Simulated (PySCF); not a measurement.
Mayer bond orders and bond lengths

C₄H₁₂BN.
SMILES with atom numbers: `[CH3:1][C:2]([CH3:3])([CH3:4])[BH:5][NH2:6]` (hydrogens: H7, H8, H9 on C1; H10, H11, H12 on C3; H13, H14, H15 on C4; H16 on B5; H17, H18 on N6)

Geometry (PBE0-D3(BJ)/def2-SVP, Å), atoms numbered from 1 in this order:
```
atom  x, y, z in Å
C1     0.1136   -0.7435    1.3241
C2     0.5239   -0.0567    0.0212
C3     1.4699   -0.9723   -0.7672
C4     1.2472    1.2591    0.3379
B5    -0.7154    0.2832   -0.9171
N6    -2.0288   -0.0232   -0.5746
H7     0.9929   -0.9672    1.9523
H8    -0.5592   -0.1092    1.9255
H9    -0.4004   -1.7011    1.1363
H10    1.7953   -0.5013   -1.7083
H11    0.9908   -1.9314   -1.0233
H12    2.3751   -1.2021   -0.1776
H13    2.1508    1.0741    0.9456
H14    0.6045    1.9521    0.9051
H15    1.5637    1.7760   -0.5817
H16   -0.5260    0.8331   -1.9841
H17   -2.8201    0.1902   -1.1665
H18   -2.2818   -0.4804    0.2925
```

Bond orders from the PBE0/pcSseg-1 density (PySCF). Geometry: PBE0-D3(BJ)/def2-SVP; no solvent, vibrations or thermal averaging.

Problem. Where do the orders between heavy atoms depart from those drawn in the SMILES?

Solution. The largest departure is 0.404, at B5–N6 (drawn single, 1.404). Drawn single, order above 1.12: B5–N6 (1.404).

Problem. Set the Mayer orders of the bonds beside their lengths.

Solution. 
```json
{"bond": "C1–C2", "drawn as": "single", "length (Å)": "1.529", "Mayer order": "1.026"}
{"bond": "C2–C3", "drawn as": "single", "length (Å)": "1.535", "Mayer order": "1.019"}
{"bond": "C2–C4", "drawn as": "single", "length (Å)": "1.535", "Mayer order": "1.019"}
{"bond": "C2–B5", "drawn as": "single", "length (Å)": "1.591", "Mayer order": "0.888"}
{"bond": "B5–N6", "drawn as": "single", "length (Å)": "1.391", "Mayer order": "1.404"}
{"bond": "C1–H7", "drawn as": "single", "length (Å)": "1.104", "Mayer order": "0.963"}
{"bond": "C1–H8", "drawn as": "single", "length (Å)": "1.103", "Mayer order": "0.964"}
{"bond": "C1–H9", "drawn as": "single", "length (Å)": "1.103", "Mayer order": "0.964"}
{"bond": "C3–H10", "drawn as": "single", "length (Å)": "1.101", "Mayer order": "0.965"}
{"bond": "C3–H11", "drawn as": "single", "length (Å)": "1.102", "Mayer order": "0.966"}
{"bond": "C3–H12", "drawn as": "single", "length (Å)": "1.105", "Mayer order": "0.962"}
{"bond": "C4–H13", "drawn as": "single", "length (Å)": "1.105", "Mayer order": "0.962"}
{"bond": "C4–H14", "drawn as": "single", "length (Å)": "1.102", "Mayer order": "0.966"}
{"bond": "C4–H15", "drawn as": "single", "length (Å)": "1.101", "Mayer order": "0.965"}
{"bond": "B5–H16", "drawn as": "single", "length (Å)": "1.215", "Mayer order": "0.976"}
{"bond": "N6–H17", "drawn as": "single", "length (Å)": "1.011", "Mayer order": "0.942"}
{"bond": "N6–H18", "drawn as": "single", "length (Å)": "1.012", "Mayer order": "0.932"}
```

Problem. Sum the orders of all bonds at each heavy atom with more than one neighbour and set the sums beside the valence in the SMILES.

Solution. C1 3.917 (drawn 4), C2 3.952 (drawn 4), C3 3.912 (drawn 4), C4 3.912 (drawn 4), B5 3.268 (drawn 3), N6 3.278 (drawn 3). Orders between atoms that aren't bonded are not in these sums.

The Mayer order sums products of elements of PS (density times overlap matrix) between the two atoms' basis functions, so it depends on the basis set.
